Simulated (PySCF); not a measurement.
Job file and geometry (Å, from GFN2-xTB) of an NMR shielding run on SMILES CB1NBN(CC)BN1, C3H12B3N3, GIAO PBE0/pcSseg-1 NMR shielding, non-relativistic, gas phase (PySCF 2.14.0, density-fitted response routines); density fitting, a coarse starting grid and PySCF grid level 2 are the driver's defaults:

```
$ OMP_NUM_THREADS=1 python probes_run.py task.json out

{"job": {"kind": "nmr", "xc": "PBE0", "basis": "pcSseg-1"}, "charge": 0, "multiplicity": 1}
C     -2.994663    -0.788770     0.631612
C     -2.362506     0.363779    -0.148404
N     -0.909913     0.309595    -0.086557
B     -0.193544    -0.441071    -1.056409
N      1.215353    -0.522664    -0.936646
B      1.949899     0.104876     0.101889
C      3.534489    -0.002661     0.221008
N      1.181923     0.839701     1.042675
B     -0.227006     0.958389     0.976979
H     -4.079308    -0.736598     0.574359
H     -2.664503    -1.739965     0.220981
H     -2.693065    -0.740003     1.675221
H     -2.682985     0.309896    -1.192981
H     -2.708609     1.313730     0.269438
H     -0.753334    -0.974005    -1.942836
H      1.721279    -1.052364    -1.630076
H      3.987287    -0.526895    -0.617488
H      3.822156    -0.532483     1.127964
H      3.997171     0.981136     0.277924
H      1.664927     1.305533     1.795800
H     -0.813967     1.587787     1.777996
```

Problem. What does the program print?

Solution. 
```
coarse grid: 17144 points
cycle   1  E = -359.9935982723  dE =  1.133e+00  |g| = 6.060e-01  |ddm| = 3.916e+00
cycle   2  E = -359.9633888155  dE =  3.021e-02  |g| = 7.293e-01  |ddm| = 1.045e+00
cycle   3  E = -360.0837784497  dE = -1.204e-01  |g| = 7.434e-02  |ddm| = 5.876e-01
cycle   4  E = -360.0848074453  dE = -1.029e-03  |g| = 2.952e-02  |ddm| = 6.146e-02
cycle   5  E = -360.0849985782  dE = -1.911e-04  |g| = 5.215e-03  |ddm| = 2.142e-02
cycle   6  E = -360.0850051730  dE = -6.595e-06  |g| = 1.585e-03  |ddm| = 6.112e-03
final grid: 164688 points
cycle   7  E = -360.1264802044  dE = -5.339e-05  |g| = 1.050e-02  |ddm| = 3.162e-02
cycle   8  E = -360.1264687345  dE =  1.147e-05  |g| = 1.290e-02  |ddm| = 1.698e-02
cycle   9  E = -360.1265061623  dE = -3.743e-05  |g| = 9.136e-04  |ddm| = 8.932e-03
cycle  10  E = -360.1265063369  dE = -1.747e-07  |g| = 2.610e-04  |ddm| = 7.058e-04
cycle  11  E = -360.1265063514  dE = -1.444e-08  |g| = 5.343e-05  |ddm| = 2.186e-04
cycle  12  E = -360.1265063521  dE = -7.059e-10  |g| = 1.668e-05  |ddm| = 6.263e-05
converged SCF energy = -360.1265063521

GIAO shielding tensors (ppm)
atom      isotropic    diamagn.    paramagn.     s11        s22        s33       span
  0 C      161.831     247.506     -85.675    143.995    154.083    187.413     43.418
  1 C      135.715     240.917    -105.201    117.290    119.840    170.017     52.727
  2 N      100.258     330.755    -230.496    -40.530     98.981    242.324    282.854
  3 B       71.810     200.315    -128.505     44.574     63.268    107.588     63.014
  4 N      121.071     327.058    -205.987    -14.706    158.815    219.106    233.812
  5 B       69.813     194.825    -125.012     40.351     55.682    113.405     73.054
  6 C      184.923     252.482     -67.560    175.260    182.092    197.416     22.156
  7 N      123.401     326.822    -203.420    -13.180    157.098    226.286    239.466
  8 B       71.983     200.093    -128.109     44.728     63.526    107.696     62.968
  9 H       30.599      27.018       3.581     26.618     27.027     38.153     11.535
 10 H       30.564      30.407       0.157     26.908     29.715     35.068      8.160
 11 H       30.557      30.276       0.281     26.893     29.705     35.075      8.182
 12 H       28.178      29.677      -1.499     23.736     27.907     32.891      9.155
 13 H       28.183      29.577      -1.394     23.743     27.914     32.891      9.148
 14 H       26.938      33.044      -6.106     24.008     27.765     29.039      5.031
 15 H       26.030      33.339      -7.309     21.071     27.312     29.707      8.636
 16 H       31.614      30.014       1.601     26.771     30.200     37.872     11.101
 17 H       31.172      29.791       1.381     27.152     29.007     37.356     10.204
 18 H       31.255      29.250       2.005     26.904     29.371     37.489     10.585
 19 H       26.161      32.896      -6.735     21.157     27.648     29.677      8.520
 20 H       26.949      32.826      -5.877     24.001     27.793     29.054      5.053
```

Size and cost of the density-fitted run: 213 basis functions, 120 s wall time (100 s CPU) on 1 thread of an Intel Xeon, shared host; peak memory 1 GiB.
